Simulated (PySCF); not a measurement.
C2H7NSi2, SMILES [C@@H]1(N=C[SiH2]1)[SiH3]. The structure is a stationary point at PBE-D3(BJ)/def2-SVP. The structure was generated by enumeration; whether it is a known compound was not checked.

All values below come from PBE-D3(BJ)/def2-SVP in PySCF.

Harmonic wavenumbers (cm⁻¹): 116, 149, 154, 262, 465, 502, 520, 583, 619, 658, 738, 761, 804, 865, 883, 905, 908, 913, 944, 1009, 1144, 1219, 1548, 2130, 2151, 2159, 2169, 2175, 2999, 3061. Rotational constants (GHz): 5.660, 2.223, 1.799; symmetry number 1.

Work out the zero-point energy and the ideal-gas rigid-rotor harmonic-oscillator thermochemistry at 298.15 K and 1 atm.

ZPE = ½ Σ hcν = ½ × 33512 cm⁻¹ = 47.91 kcal/mol. H − E(el) = 52.95 kcal/mol. Entropy in cal/(mol K): translation 39.76, rotation 27.05, vibration 15.13, total 81.93. G − E(el) = 28.52 kcal/mol. Cp = 28.18 cal/(mol K). Modes under 150 cm⁻¹ make the vibrational entropy uncertain.
